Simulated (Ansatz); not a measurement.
`C[SiH2][SiH](Cl)Cl` and `N[SiH](Cl)Cl` differ in one atom or group.

Ansatz, PBE0-D4/def2-TZVP geometries, multiplicity 1. Each molecule was computed in one conformer, which needn't be the lowest.

```
                                          property  `C[SiH2][SiH](Cl)Cl`
           HOMO–LUMO gap (ωB97M-V/def2-TZVPP) / eV                 11.27
                 LUMO energy (PBE/def2-TZVPP) / eV                 -1.37
             HOMO–LUMO gap (B3LYP/def2-TZVPP) / eV                  7.12
             LUMO energy (ωB97M-V/def2-TZVPP) / eV                  1.22
size of the dipole moment (ωB97M-V/def2-TZVPP) / D                  1.74
               HOMO–LUMO gap (PBE/def2-TZVPP) / eV                  5.46
```

Task: What does the change do to each property? (Estimate.)

Result: Computed: 
```
                                          property  `N[SiH](Cl)Cl`  shift
           HOMO–LUMO gap (ωB97M-V/def2-TZVPP) / eV           12.60   1.33
                 LUMO energy (PBE/def2-TZVPP) / eV           -0.37   1.00
             HOMO–LUMO gap (B3LYP/def2-TZVPP) / eV            8.17   1.05
             LUMO energy (ωB97M-V/def2-TZVPP) / eV            2.04   0.82
size of the dipole moment (ωB97M-V/def2-TZVPP) / D            2.31   0.57
               HOMO–LUMO gap (PBE/def2-TZVPP) / eV            6.38   0.92
```

With PBE0 the HOMO falls by 0.20 eV and the LUMO rises by 1.03 eV, so the gap widens by about 1.23 eV. PBE moves the HOMO by 0.08 eV and ωB97M-V by -0.51 eV. The zero-point energy changes by -73.5 kJ/mol with -12 modes. Dipoles are sizes alone; their direction can turn.

B3LYP here is the variant with VWN-RPA as its local correlation; programs differ in this.
